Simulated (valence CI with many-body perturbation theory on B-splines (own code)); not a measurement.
The numbers below are computed, except where a source is named.
Yb⁴⁶⁺: what each term of the Hamiltonian does

Method: configuration interaction combined with many-body perturbation theory (CI+MBPT): six valence electrons over a frozen Dirac-Fock core [Ar], a basis of 7 s, 7 p, 8 d, 6 f, 4 g, 1 h functions for each j, with the one-electron correlation potential Σ1 (screened to all orders), the two-electron term Σ2, the three-electron term Σ3, Breit, model QED; selected single and double excitations, second order for the rest, scaled by the run's own slope (own B-spline code, finite nucleus).

No measured spectrum was set against this ion. As an estimate, large intervals hold to a few tenths of a per cent, small ones and those within an open d or f shell to about a per cent. Core correlation moves these levels by up to 13000 cm⁻¹, and in measured spectra 5 to 20 % of such shifts remained as error; rates that hang on mixing are uncertain with them. Among the levels kept, up to 1000 cm⁻¹ of a level comes from second order outside the variational space, and about a tenth of that is noise between levels of different J, which matters for small intervals. Only levels of the ground parity were solved; by the run's estimate the other parity begins above the list, which can be wrong where configurations are misplaced.

Each rung adds one term. CI alone is the Dirac-Coulomb CI over the frozen core; QED comes last and gives the full result, which names the levels. Energies are above (3d3/2^4 3d5/2^2) J=4 on the same rung, in eV.

Levels are named by their leading jj configuration (3d3/2^4 stands for four electrons in 3d with j = 3/2), which in mixed levels can hold well under half, so a name can repeat and another be missing. Letters in brackets count levels of one name in rising energy.

| Level | CI alone |
| --- | --- |
| (3d3/2^4 3d5/2^2) J=2 | 7.01 |
| (3d3/2^4 3d5/2^2) J=0 | 22.37 |
| (3d3/2^3 3d5/2^3) J=3 [a] | 46.67 |
| (3d3/2^3 3d5/2^3) J=4 [a] | 48.78 |
| (3d3/2^3 3d5/2^3) J=1 [a] | 50.92 |
| (3d3/2^3 3d5/2^3) J=6 | 57.61 |
| (3d3/2^3 3d5/2^3) J=5 | 57.07 |
| (3d3/2^3 3d5/2^3) J=2 [a] | 62.87 |
| (3d3/2^3 3d5/2^3) J=3 [b] | 64.19 |
| (3d3/2^3 3d5/2^3) J=0 | 73.37 |
| (3d3/2^3 3d5/2^3) J=4 [b] | 76.89 |
| (3d3/2^3 3d5/2^3) J=2 [b] | 76.68 |
| (3d3/2^3 3d5/2^3) J=1 [b] | 76.64 |
| (3d3/2^3 3d5/2^3) J=3 [c] | 79.44 |
| (3d3/2^2 3d5/2^4) J=2 [a] | 99.43 |
| (3d3/2^2 3d5/2^4) J=0 [a] | 101.96 |

(1) What do these energies become with core correlation, Breit and QED?

(2) How does the ionisation energy move along the ladder, and which term matters most?

Results:

(1) (3d3/2^4 3d5/2^2) J=2 7.03 (+0.013); (3d3/2^4 3d5/2^2) J=0 22.82 (+0.453); (3d3/2^3 3d5/2^3) J=3 [a] 46.81 (+0.137); (3d3/2^3 3d5/2^3) J=4 [a] 48.62 (-0.156); (3d3/2^3 3d5/2^3) J=1 [a] 51.25 (+0.330); (3d3/2^3 3d5/2^3) J=6 55.93 (-1.681); (3d3/2^3 3d5/2^3) J=5 55.95 (-1.121); (3d3/2^3 3d5/2^3) J=2 [a] 62.06 (-0.805); (3d3/2^3 3d5/2^3) J=3 [b] 63.35 (-0.833); (3d3/2^3 3d5/2^3) J=0 72.40 (-0.971); (3d3/2^3 3d5/2^3) J=4 [b] 75.74 (-1.154); (3d3/2^3 3d5/2^3) J=2 [b] 76.04 (-0.644); (3d3/2^3 3d5/2^3) J=1 [b] 76.44 (-0.206); (3d3/2^3 3d5/2^3) J=3 [c] 78.55 (-0.890); (3d3/2^2 3d5/2^4) J=2 [a] 99.25 (-0.182); (3d3/2^2 3d5/2^4) J=0 [a] 102.23 (+0.272).

(2) CI alone 3915.0, + Σ1 3917.2, + Σ2 3930.1, + Σ3 3930.5, + Breit 3928.9, + QED 3928.9 eV. The largest step is Σ2, 12.9 eV. NIST lists 3929 ± 4 eV (theoretical).
